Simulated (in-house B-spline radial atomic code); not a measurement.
Configurations of the erbium ion Er⁶⁺, with energies counted from [Kr] 4d10 4f10 5s2 5p4. Level of theory: scalar-relativistic (X2C) B97-1, spin-polarised, spherical fractional occupations, exact exchange averaged over the configuration, Fermi nucleus of rms radius 5.2516 fm; calculated with a radial B-spline atomic code at the basis-set limit. Shells without spins written out take the highest spin.

Occupations are held fixed; configurations that lie above the ionisation limit could autoionise.

```
             configuration  E - E(ref) (eV)  highest orbital  its <r> (bohr)
[Kr] 4d10 4f10 5s2 5p3 6f1           80.965            6f up           4.418
     [Kr] 4d9 4f11 5s2 5p4           166.38          4f down          0.7047
 [Kr] 4d9 4f10 5s2 5p4 6s1           204.81            6s up           2.354
 [Kr] 4d9 4f10 5s2 5p4 5f1           224.57            5f up           2.448
 [Kr] 4d9 4f10 5s2 5p4 6f1           239.68            6f up           4.368
```

Task: Order these further configurations by energy, lowest first.
A. [Kr] 4d10 4f10 5s2 5p3 5d1
B. [Kr] 4d10 4f9 5s2 5p4 5f1
C. [Kr] 4d10 4f9 5s2 5p5
D. [Kr] 4d10 4f9 5s2 5p4 6f1
E. [Kr] 4d10 4f10 5s2 5p3 6d1

Result: C (-11.076 eV), A (33.04 eV), B (57.385 eV), E (68.389 eV), D (72.474 eV).

Task: How far above the reference does [Kr] 4d9 4f10 5s2 5p4 5d1 lie?

Result: 190.82 eV; its least bound orbital is 5d up with <r> = 1.601 bohr.

Task: Is the reference the lowest configuration at this level of theory?

Result: No: [Kr] 4d10 4f9 5s2 5p5 lies 11.08 eV lower with this functional.
